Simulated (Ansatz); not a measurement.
An input meant for the cluster B₅ (charge 0, doublet; scaled by 1.25).

```yaml
crystal:
  periodic: [false, false, false]
  atoms:
    - {symbol: B, position_ang: [-1.871142, -0.868187, -0.155619]}
    - {symbol: B, position_ang: [2.038025, -0.353046, 0.034993]}
    - {symbol: B, position_ang: [0.829901, 1.218702, 0.151524]}
    - {symbol: B, position_ang: [0.130463, -0.958600, -0.085505]}
    - {symbol: B, position_ang: [-1.127247, 0.961119, 0.054607]}
basis:
  gaussian: {orbitals: pcseg-2, fitting: {mean_field: def2-universal-jkfit}}
magnetization: {spin_polarized: true, initial_magnetization: 1}
hamiltonian: {xc: {name: PBE0}, dispersion: d2}
scf: {omitted_lower_state_checks: [starts]}
```

```sh
$ ansatz run in.yaml --threads 4 --pin off --events-out ev --progress --plain --max-ram 3916MiB
```

Shortened log:

```
Error: YAML parse error: error: line 12 column 45: hamiltonian.dispersion: `d2` is not `none`, `rvv10`, `d3bj`, `d3bjatm`, `d4` or a map `{method: …, s8: …, a1: …, a2_bohr: …}` (numbers without units, a2 in bohr) or `{method: …, functional: …}`
10 |   gaussian: {orbitals: pcseg-2, fitting: {mean_field: def2-universal-jkfit}}
11 | magnetization: {spin_polarized: true, initial_magnetization: 1}
12 | hamiltonian: {xc: {name: PBE0}, dispersion: d2}
13 | scf: {omitted_lower_state_checks: [starts]}
```

What is wrong with this run?

The program holds no damping parameters for this pairing of functional and dispersion term, so they'd have to be typed. The program refused the input.
